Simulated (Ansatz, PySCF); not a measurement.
Stretching the O4–H5 bond in GaH3O (SMILES [OH][GaH2]) (multiplicity 1 held, fragments rigid). Energies count from the point at 0.962 Å.
Geometry at that point (charge 0, multiplicity 1):
```json
[
 {"atom": "Ga", "x (Å)": "-0.2252", "y (Å)": "-0.2844", "z (Å)": "0.0258"},
 {"atom": "H", "x (Å)": "0.0603", "y (Å)": "-1.2972", "z (Å)": "1.1723"},
 {"atom": "H", "x (Å)": "-1.3595", "y (Å)": "-0.3087", "z (Å)": "-1.0529"},
 {"atom": "O", "x (Å)": "0.9382", "y (Å)": "1.0873", "z (Å)": "-0.0240"},
 {"atom": "H", "x (Å)": "0.7756", "y (Å)": "1.7230", "z (Å)": "-0.7275"}
]
```

Restricted levels (R-, RO-) in cc, def2 and unpolarised 6-31G sets keep to the state of the molecule at rest. U- levels take the lowest unrestricted solution at each point, which mixes spins at long bonds. Active spaces are followed from a long bond inwards. Curves can end on different states.

Cores are frozen in the correlated methods. Filled d and f shells under p-block atoms count as core. Rows in 3-21G, LANL2DZ carry no dispersion term and start afresh at each structure; the Pople sets are all-electron and without relativity. LANL2DZ brings its own core potentials from Na on.

Codes used: Ansatz (an electronic-structure program) with Gaussian orbitals; PySCF for 3-21G rows, LANL2DZ rows. Each number belongs to the level named beside it.

```
level                                energy at R = 3.079 Å (kJ/mol)
-----------------------------------  ------------------------------
R-HF/3-21G                                                    891.9
R-HF/cc-pVTZ                                                  906.1
U-r2SCAN/cc-pVTZ                                              483.9
U-B3LYP/LANL2DZ                                                 [?]
R-B3LYP/cc-pVTZ                                                 [?]
U-SCS-MP2/cc-pVTZ                                             519.3
SC-NEVPT2 on CASSCF(4,3)/cc-pVTZ                              517.9
FIC-MRCISD on CASSCF(4,3)/cc-pVTZ                             492.1
FIC-MRCISD+Q on CASSCF(4,3)/cc-pVTZ                           498.6
```

Some entries are withheld; supply them.


- U-B3LYP/LANL2DZ, energy at R = 3.079 Å (kJ/mol): 470.7
- R-B3LYP/cc-pVTZ, energy at R = 3.079 Å (kJ/mol): 677.6

Doubts at one or more of the structures used: a restricted determinant that unrestricted orbitals would lower (R-HF/3-21G, R-HF/cc-pVTZ, R-B3LYP/cc-pVTZ); a spin-contaminated determinant (U-r2SCAN/cc-pVTZ, U-B3LYP/LANL2DZ, U-SCS-MP2/cc-pVTZ); active orbitals that take no part (SC-NEVPT2 on CASSCF(4,3)/cc-pVTZ, FIC-MRCISD on CASSCF(4,3)/cc-pVTZ, FIC-MRCISD+Q on CASSCF(4,3)/cc-pVTZ).
